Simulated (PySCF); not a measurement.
Correlation energy of Hf (hafnium, neutral)

[Xe] 4f14 5d2 6s2, high-spin 3F determinant. Computed with PySCF 2.14 in aug-cc-pVDZ-PP with ECP60MDF (5s5p4d2f, 54 functions), with scalar relativity through the core potential. Frozen: 5s2 5p6; 4 electrons correlated.

```csv
level,correlation energy (mhartree)
CCSD,-58.63
(T),-2.76
CCSD(T),-61.39
```

Diagnostics: T1 = 0.026, D1 = 0.0577, largest double amplitude 0.056.

Spin-orbit coupling, absent here, splits the open shell strongly.

Cost of the coupled-cluster step: of the order of 5 core-seconds, for 4 correlated electrons.

Iterations:

```
CC2 = 0
CCSD nocc = (np.int64(3), np.int64(1)), nmo = (50, 50)
frozen orbitals [[0, 1, 2, 3], [0, 1, 2, 3]]
max_cycle = 100
direct = 0
conv_tol = 1e-08
conv_tol_normt = 1e-06
diis_space = 8
diis_start_cycle = 0
Init t2, MP2 energy = -0.0441616470441583
Init E_corr(UCCSD) = -0.0441616470601945
cycle = 1  E_corr(UCCSD) = -0.0528762904082882  dE = -0.00871464335  norm(t1,t2) = 0.068433
cycle = 2  E_corr(UCCSD) = -0.0557366642376328  dE = -0.00286037383  norm(t1,t2) = 0.0344803
cycle = 3  E_corr(UCCSD) = -0.0584901991967217  dE = -0.00275353496  norm(t1,t2) = 0.0195948
cycle = 4  E_corr(UCCSD) = -0.0585255074771646  dE = -3.53082804e-05  norm(t1,t2) = 0.00462204
cycle = 5  E_corr(UCCSD) = -0.0586610101984198  dE = -0.000135502721  norm(t1,t2) = 0.00183719
cycle = 6  E_corr(UCCSD) = -0.0586136041692035  dE = 4.74060292e-05  norm(t1,t2) = 0.00075187
cycle = 7  E_corr(UCCSD) = -0.0586296666212218  dE = -1.6062452e-05  norm(t1,t2) = 0.000310477
cycle = 8  E_corr(UCCSD) = -0.0586339471525812  dE = -4.28053136e-06  norm(t1,t2) = 7.51632e-05
cycle = 9  E_corr(UCCSD) = -0.0586323662259475  dE = 1.58092663e-06  norm(t1,t2) = 2.35381e-05
cycle = 10  E_corr(UCCSD) = -0.0586326134786941  dE = -2.47252747e-07  norm(t1,t2) = 9.69002e-06
cycle = 11  E_corr(UCCSD) = -0.0586326129454814  dE = 5.33212682e-10  norm(t1,t2) = 3.54406e-06
cycle = 12  E_corr(UCCSD) = -0.0586325842631373  dE = 2.86823441e-08  norm(t1,t2) = 1.51327e-06
cycle = 13  E_corr(UCCSD) = -0.0586325764126949  dE = 7.85044239e-09  norm(t1,t2) = 5.16929e-07
UCCSD converged
E(UCCSD) = -48.00188812930709  E_corr = -0.05863257641269493
UCCSD(T) correction = -0.00276261707673356
```
